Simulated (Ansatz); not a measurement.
Ansatz (an electronic-structure program) input (BHLYP/def2-TZVPD):

Ansatz 0.2 input:
```yaml
crystal:
  periodic: [false, false, false]
  atoms:
    - {symbol: C, position_ang: [-2.15192498, -0.22447272, 0.92479460]}
    - {symbol: N, position_ang: [-0.86651357, -0.51710102, 0.32601888]}
    - {symbol: B, position_ang: [0.14985604, 0.41043792, -0.02150074]}
    - {symbol: C, position_ang: [-0.02892552, 1.96608512, 0.22639651]}
    - {symbol: N, position_ang: [1.35388658, -0.06733155, -0.60449813]}
    - {symbol: C, position_ang: [1.67071299, -1.45084200, -0.89458052]}
    - {symbol: H, position_ang: [-2.98389666, -0.53930130, 0.28573091]}
    - {symbol: H, position_ang: [-2.24857365, 0.84765458, 1.08392408]}
    - {symbol: H, position_ang: [-2.27323327, -0.71437283, 1.89689464]}
    - {symbol: H, position_ang: [-0.71756802, -1.49816224, 0.15371731]}
    - {symbol: H, position_ang: [0.84427541, 2.53733357, -0.09668834]}
    - {symbol: H, position_ang: [-0.89299742, 2.36692395, -0.31158315]}
    - {symbol: H, position_ang: [-0.18903207, 2.19350248, 1.28439526]}
    - {symbol: H, position_ang: [2.06941666, 0.59292561, -0.84836459]}
    - {symbol: H, position_ang: [1.67021716, -2.06904301, 0.01062634]}
    - {symbol: H, position_ang: [2.66201829, -1.52933411, -1.34036148]}
    - {symbol: H, position_ang: [0.95930733, -1.89391077, -1.60109610]}
basis:
  gaussian:
    orbitals: def2-TZVPD
hamiltonian:
  xc: {name: BHLYP}
total_charge: 1
magnetization: {spin_polarized: true, initial_magnetization: 1}
```

Output:

```
Functional definition: BHLYP
integrals: 0.31 GiB planned
1841 factors; their error is unknown
0.53 GiB of the device are held for the grids
2.23 GiB of device memory are held for the factors and their scratch space
mean field: 2.98 GiB planned
mean field evaluation 1: about -6925.6726 eV, gradient 5.6e1 eV
mean field evaluation 2: about -6929.2330 eV, gradient 4.8e1 eV
mean field evaluation 4: about -6939.3634 eV, gradient 3.4e0 eV
mean field evaluation 8: about -6939.4323 eV, gradient 1.8e-1 eV
mean field evaluation 16: about -6939.4432 eV, gradient 1.8e-3 eV
mean field evaluation 32: about -6939.4432 eV, gradient 5.6e-5 eV
mean field -6939.44319365 eV, -255.0198336430 hartree, gradient 5.6e-5 eV, S^2 0.796351; 2 other end points of the search recorded, 0 dependent functions left out
reference -6939.44339221 eV, -255.0198409399 hartree; 24, 23 occupied and 297, 298 virtual orbitals, 1841 factors
Total energy: -6939.44339221 eV, -255.0198409399 hartree
```

This state (charge 1, doublet) is run at the relaxed geometry of the species with charge 0 and multiplicity 1.
